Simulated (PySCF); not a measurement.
## Static response to an electric field

C4H5NOSi.
Atom-mapped SMILES: `[CH2:1]=[CH:2][Si@H:3]([C:4]#[N:5])[CH:6]=[O:7]` (hydrogens: H8, H9 on C1; H10 on C2; H11 on Si3; H12 on C6)

Geometry (GFN2-xTB, Å), atoms numbered from 1 in this order:
```
atom  x, y, z in Å
C1     2.209    0.171    0.369
C2     1.161   -0.312   -0.283
Si3   -0.558    0.444   -0.277
C4    -1.104    0.805    1.475
N5    -1.419    1.027    2.554
C6    -1.810   -0.859   -0.946
O7    -1.466   -1.861   -1.516
H8     3.177   -0.304    0.330
H9     2.147    1.061    0.975
H10    1.285   -1.213   -0.874
H11   -0.729    1.695   -1.024
H12   -2.893   -0.654   -0.808
```

Level: PBE0/def2-SVPD (PySCF), static field, nuclei fixed, core orbitals frozen in the response. The polarisability tensor in these axes (au):

```
x   88.64  1.25  2.40
y    1.25 70.19 13.35
z    2.40 13.35 78.05
```

**Question.** What are the eigenvalues, a third of the trace, and Δα (Δα² = ½Σ(αi − αj)² over the three pairs)?

**Answer.** Principal values 60.19, 85.65 and 91.03 au; mean 78.96 au = 11.70 Å³ = 13.02 × 10⁻⁴⁰ C²·m²/J; Δα = 28.53 au (36 % of the mean).

**Question.** What is the dipole moment, and where does it point?

**Answer.** (1.61, 0.94, -2.15) D, 2.84 D in size, pointing from the negative to the positive side. Measured along this direction, the outermost atoms are N5 at the negative end and H8 at the positive end.

**Question.** What are the principal values of the traceless quadrupole moment, Θ = ½Σq(3rr − r²1), about the centre of nuclear charge?

**Answer.** -18.28, 2.92, 15.36 D·Å. The values depend on the origin, since the dipole doesn't vanish. The electronic extent ⟨r²⟩ about the same centre is 1031 bohr², a root-mean-square distance of 2.23 Å for the 58 electrons.

**Question.** Refractivity n − 1 of an ideal gas of it at 298.15 K and 1 atm, from the electronic α?

**Answer.** N = p/kT = 2.4615 × 10¹⁹ cm⁻³, so n − 1 = 2π × N × 11.70 × 10⁻²⁴ cm³ = 1810 × 10⁻⁶ at long wavelengths.

**Question.** What molar refraction does this α imply?

**Answer.** Lorentz–Lorenz: R = (4π/3)N_A α = 2.5225 cm³/(mol·Å³) × 11.70 Å³ = 29.5 cm³/mol, in the limit of long wavelengths.

**Question.** Sum over states: ᾱ = Σ f/ω², ω in Eh. What share falls to these 8 lowest TDDFT singlets (eV, f)? 3.22, 0.0013; 5.25, 0.0052; 5.53, 0.0103; 5.74, 0.0278; 6.03, 0.0409; 6.24, 0.0089; 6.68, 0.0080; 6.84, 0.0063.

**Answer.** They add up to 2.34 au, 3.0 % of the 78.96 au; the largest single term is 0.83 au, from the state at 6.03 eV. Terms in order: 0.09, 0.14, 0.25, 0.62, 0.83, 0.17, 0.13, 0.10 au. Higher excitations give the rest. The strengths listed sum to 0.109.

**Question.** What depolarisation ratio follows for Rayleigh scattering of linearly polarised light, taking the static tensor?

**Answer.** ρ = 3Δα²/(45ᾱ² + 4Δα²) = 2441.4/(280534 + 3255.2) = 0.0086.

The structure is a single GFN2-xTB conformer in the gas phase; no vibrational or solvent corrections.
